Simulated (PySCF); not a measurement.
(1Z)-1-chloro-2-fluorobuta-1,3-diene (C₄H₄ClF), SMILES C(/Cl)=C(/F)C=C.

Geometry: PBE-D3(BJ)/def2-SVP. Other conformers were not sampled.

The numbers are results of PBE-D3(BJ)/def2-SVP (PySCF), not measurements.

Frequencies are harmonic and unscaled.

```csv
mode,ν (cm⁻¹),IR (km/mol),moving atoms (share of kinetic energy)
1,111,0.1,"C 55 %, H 17 %, Cl 15 %, F 13 %"
2,161,0.5,"C 36 %, Cl 28 %, F 25 %, H 11 %"
3,248,0.1,"C 57 %, H 38 %"
4,265,0.2,"F 53 %, C 21 %, Cl 15 %, H 12 %"
5,402,5.1,"C 52 %, Cl 30 %, H 12 %"
6,501,0.8,"C 50 %, H 42 %, F 8 %"
7,618,8.2,"C 59 %, H 24 %, F 15 %"
8,700,0.6,"H 55 %, C 43 %"
9,755,33.9,"H 59 %, C 41 %"
10,831,30.1,"C 60 %, F 20 %, H 10 %, Cl 9 %"
11,889,34.2,"H 71 %, C 29 %"
12,897,51.0,"C 59 %, H 18 %, F 14 %, Cl 9 %"
13,973,15.4,"H 91 %, C 9 %"
14,1006,20.1,"H 61 %, C 27 %, F 11 %"
15,1153,13.2,"H 78 %, C 21 %"
16,1262,5.6,"H 73 %, C 27 %"
17,1319,41.5,"C 48 %, H 47 %"
18,1391,12.3,"H 56 %, C 41 %"
19,1615,29.0,C 92 %
20,1663,21.4,C 92 %
21,3093,0.3,H 95 %
22,3111,2.3,"H 91 %, C 9 %"
23,3161,11.6,"H 91 %, C 9 %"
24,3198,1.3,"H 89 %, C 11 %"
```
